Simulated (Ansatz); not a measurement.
OsNO₃H⁺, that is OsO3(NH) with one electron fewer. Total charge 1; doublet. Geometry PBE0-D4/def2-SVP, that of the neutral singlet; atoms count from 1.

Cartesian coordinates in Å:
```
Os 0.300 -0.279 -0.191
O 0.281 -1.774 0.621
O -0.090 -0.523 -1.830
O 1.857 0.401 -0.078
N -0.842 0.777 0.517
H -1.507 1.398 0.963
```

In the def2 sets Os takes a core potential; there is no spin–orbit coupling.

Question: Estimate the Mulliken populations from the PBE0/def2-TZVP orbitals of Ansatz.

Answer: 
```json
{"atom": "Os1", "charge (e)": "1.59", "spin (α − β)": "-0.23", "d electrons": "5.31"}
{"atom": "O2", "charge (e)": "-0.24", "spin (α − β)": "-0.02", "d electrons": "–"}
{"atom": "O3", "charge (e)": "-0.17", "spin (α − β)": "0.52", "d electrons": "–"}
{"atom": "O4", "charge (e)": "-0.24", "spin (α − β)": "-0.02", "d electrons": "–"}
{"atom": "N5", "charge (e)": "-0.31", "spin (α − β)": "0.77", "d electrons": "–"}
{"atom": "H6", "charge (e)": "0.37", "spin (α − β)": "-0.02", "d electrons": "–"}
```
Mulliken values and Mayer orders depend strongly on the basis.

Question: Where does the spin sit?

Answer: Summed by element: Os -0.23, O 0.49, N 0.77, H -0.02, of 1 unpaired in all. Largest on single atoms: N5 0.77, O3 0.52, Os1 -0.23.

Question: And the Mayer bond orders between bonded heavy atoms (over 0.3)?

Answer: Os1–O2 1.82 (1.70 Å); Os1–O3 1.64 (1.70 Å); Os1–O4 1.82 (1.70 Å); Os1–N5 1.50 (1.71 Å).
